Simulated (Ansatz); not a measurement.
CH7GaOSi (`O[SiH2][CH2][GaH2]`), relaxed with RKS PBE0-D4/def2-TZVP in the Gaussian-basis code of Ansatz from a GFN2-xTB geometry. The force threshold is 0.005 eV/Å; the program also tests the step.

The species carries charge 0 and has multiplicity 1.

Start:

```xyz
11

O     0.426   -1.281   -0.090
Si    0.507   -0.145    1.172
C    -0.396    1.213    0.231
Ga   -0.567    0.071   -1.474
H     0.792   -2.161    0.029
H    -0.167   -0.794    2.300
H     1.938    0.023    1.439
H    -1.335    1.489    0.715
H     0.202    2.122    0.149
H     0.478    0.168   -2.637
H    -1.878   -0.705   -1.835
```

| step | energy (eV) | largest force (eV/Å) | largest move (Å) |
| --- | --- | --- | --- |
| 1 | -63442.8167 | 0.883 | 0.000 |
| 2 | -63442.9158 | 0.513 | 0.126 |
| 3 | -63442.9315 | 0.198 | 0.022 |
| 4 | -63442.9350 | 0.141 | 0.017 |
| 5 | -63442.9362 | 0.079 | 0.012 |
| 6 | -63442.9367 | 0.024 | 0.040 |
| 7 | -63442.9367 | 0.010 | 0.009 |
| 8 | -63442.9368 | 0.024 | 0.017 |
| 9 | -63442.9368 | 0.038 | 0.016 |
| 10 | -63442.9369 | 0.031 | 0.008 |
| 11 | -63442.9369 | 0.016 | 0.005 |
| 12 | -63442.9369 | 0.007 | 0.008 |
| 13 | -63442.9369 | 0.007 | 0.009 |
| 14 | -63442.9369 | 0.003 | 0.006 |

End:

```xyz
11

O     0.364   -1.370   -0.043
Si    0.487   -0.168    1.151
C    -0.391    1.150    0.231
Ga   -0.569    0.080   -1.477
H     0.873   -2.182   -0.051
H    -0.148   -0.683    2.393
H     1.932    0.066    1.419
H    -1.359    1.413    0.658
H     0.206    2.052    0.091
H     0.552    0.243   -2.567
H    -1.947   -0.600   -1.804
```

It took 17 s on 2 threads of an AMD EPYC 7R13 on a shared host and a share of an NVIDIA H100 80 GB, with 0.9 GiB of host memory at the peak.
